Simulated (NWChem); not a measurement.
# SrO; SMILES [O]=[Sr]

```xyz
2

Sr     0.0000     0.0000    -0.3326
O      0.0000     0.0000     1.5798
```
Atoms are numbered in this order, from 1.

Results from NWChem. Structure relaxed at the PBE0-D3(BJ)/def2-TZVP level. def2 effective core potentials on Sr; no spin-orbit coupling. Total energies compare along this basis series because the functional is fixed.

```
level                    basis functions  energy (Ha)  highest occupied level (eV)  orbital gap (eV)  dipole (D)  relative time
-----------------------  ---------------  -----------  ---------------------------  ----------------  ----------  -------------
Hartree-Fock/def2-SVP                 37    -105.0630                        -7.43              7.15       10.65              1
Hartree-Fock/def2-SVPD                49    -105.0745                        -7.56              7.20       10.92              1
Hartree-Fock/def2-TZVP                64    -105.1766                        -7.50              7.14       10.96              2
Hartree-Fock/def2-TZVPD               73    -105.1795                        -7.52              7.14       11.08              2
Hartree-Fock/def2-TZVPP               71    -105.1808                        -7.53              7.16       10.98              2
Hartree-Fock/def2-QZVP               106    -105.1872                        -7.53              7.08       11.04              6
```

Relative times are rough (shared machine, one core).
